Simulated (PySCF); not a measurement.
H4Ge, SMILES [GeH4]. Atoms are numbered in the order given.

```xyz
5

Ge     0.0000     0.0000     0.0000
H      0.8867    -0.8867    -0.8867
H     -0.8867    -0.8867     0.8867
H     -0.8867     0.8867    -0.8867
H      0.8867     0.8867     0.8867
```

The structure is a stationary point at B3LYP-D3(BJ)/def2-TZVP.

All values below come from PBE0/pcSseg-1 in PySCF.

GIAO shieldings, no solvent; atoms alike by connectivity are averaged. δ = σ(ref) − σ: ¹H against TMS (σ = 31.56 ppm), references at their B3LYP-D3(BJ)/def2-TZVP geometries, non-relativistic.

Computed chemical shifts:
| nucleus | atoms | count | δ (ppm) |
|---|---|---|---|
| ¹H | H2, H3, H4, H5 | 4 | 3.88 |
